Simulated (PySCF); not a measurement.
# Spin-rotation constants: `InChI=1S/C5H7FNPSi/c6-4-5(9)8(4)3-1-2-7/h1,3H2,9H3/p+1/t8-/m0/s1`, charge +1

Geometry:
| atom | x (Å) | y (Å) | z (Å) |
| --- | --- | --- | --- |
| N1 | 0.141 | 2.043 | 0.760 |
| C2 | -0.852 | 1.609 | 0.396 |
| C3 | -2.034 | 0.948 | -0.090 |
| C4 | -1.627 | -0.305 | -0.877 |
| P5 | -0.588 | -1.453 | 0.138 |
| C6 | 1.114 | -1.994 | -0.341 |
| F7 | 1.599 | -3.072 | -0.840 |
| C8 | 1.158 | -0.775 | 0.103 |
| Si9 | 2.513 | 0.595 | 0.513 |
| H10 | -2.675 | 0.695 | 0.760 |
| H11 | -2.593 | 1.627 | -0.740 |
| H12 | -1.042 | -0.045 | -1.765 |
| H13 | -2.520 | -0.845 | -1.202 |
| H14 | -0.861 | -1.301 | 1.486 |
| H15 | 2.329 | 1.557 | -0.560 |
| H16 | 3.718 | -0.223 | 0.361 |
| H17 | 2.213 | 0.952 | 1.887 |

Total charge +1.

The calculation used GIAO PBE/pcSseg-1 magnetisability, rotational g tensor and spin-rotation constants, non-relativistic, gas phase (PySCF). Geometry: GFN2-xTB.

For an ion the centre-of-mass motion in the field is neglected.

Problem. Give the nuclear spin-rotation constants along the inertial axes (H = +C I·J) beside the isotropic shieldings.

Solution. Rotational constants 1.3684, 1.0297, 0.6252 GHz. A star marks the isotopologue with that one atom substituted, in its own axes.
```tsv
atom	isotope	Caa (kHz)	Cbb (kHz)	Ccc (kHz)	mean (kHz)	σ (ppm)
N1	14N	0.308	0.031	0.142	0.160	-40.9
P5	31P	2.035	1.680	0.339	1.351	462.1
F7	19F	1.894	1.524	0.418	1.278	261.6
H10	1H	-0.138	-0.115	-0.014	-0.089	28.6
H11	1H	-0.061	-0.124	-0.038	-0.074	28.2
H12	1H	-0.158	-0.122	-0.011	-0.097	29.4
H13	1H	-0.168	0.021	-0.081	-0.076	28.4
H14	1H	-0.125	-0.120	-0.001	-0.082	26.1
H15	1H	-0.106	-0.093	-0.002	-0.067	26.3
H16	1H	0.021	-0.081	-0.067	-0.042	26.4
H17	1H	-0.118	-0.088	-0.001	-0.069	26.4
C2	13C*	0.592	0.036	0.273	0.300	61.2
C3	13C*	0.190	0.142	0.092	0.142	164.7
C4	13C*	0.228	0.207	0.081	0.172	149.3
C6	13C*	0.517	0.324	0.226	0.356	26.0
C8	13C*	0.421	0.328	0.074	0.274	96.0
Si9	29Si*	-0.789	-0.592	-0.365	-0.582	390.2
```
For the geometry as given, no vibrational averaging.
